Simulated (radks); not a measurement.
Problem. Species: W II. Configuration: [Xe] 4f14 5d4 7p1 (not the ground configuration). Calculated with a radial shooting solver on a logarithmic mesh with Libxc functionals: scalar-relativistic Kohn-Sham, PBE, spin-polarised, spherical densities, finite nucleus; open shells are filled with parallel spins first (spin-orbit coupling, left out, can overturn this in heavy ions); Fermi nuclear charge, rms radius 5.3658 fm. Some entries of the table are withheld. Estimate them.

orbital  occ.  eigenvalue (eV)  <r^2> (bohr^2)
1s down     1        -69482.02       0.0004631
1s up       1        -69482.01       0.0004631
2s up       1        -12003.03        0.007121
2s down     1        -12002.85        0.007121
2p up       3        -10501.19        0.005892
2p down     3        -10501.05        0.005891
3s up       1        -2773.521         0.04622
3s down     1        -2773.478         0.04622
3p up       3        -2328.559         0.04698
3p down     3        -2328.507         0.04698
3d up       5        -1816.094         0.03897
3d down     5        -1815.981         0.03897
4s up       1        -581.6164          0.2282
4s down     1        -581.4670          0.2282
4p up       3        -435.6068          0.2599
4p down     3        -435.4700          0.2599
4d up       5        -250.3577          0.3031
4d down     5        -250.1937          0.3028
5s up       1         -91.6957           1.290
5s down     1         -89.9831           1.270
5p up       3         -56.1657           1.780
5p down     3         -53.8483           1.746
4f up       7         -45.2326             (1)
4f down     7         -44.8476             (2)
5d up       4         -17.0789           4.100
5d down     0         -14.1138           4.178
7p up       1              (3)             (4)

Solution. 
(1) 4f up <r^2> (bohr^2): 0.4692
(2) 4f down <r^2> (bohr^2): 0.4590
(3) 7p up eigenvalue (eV): -4.1132
(4) 7p up <r^2> (bohr^2): 69.54
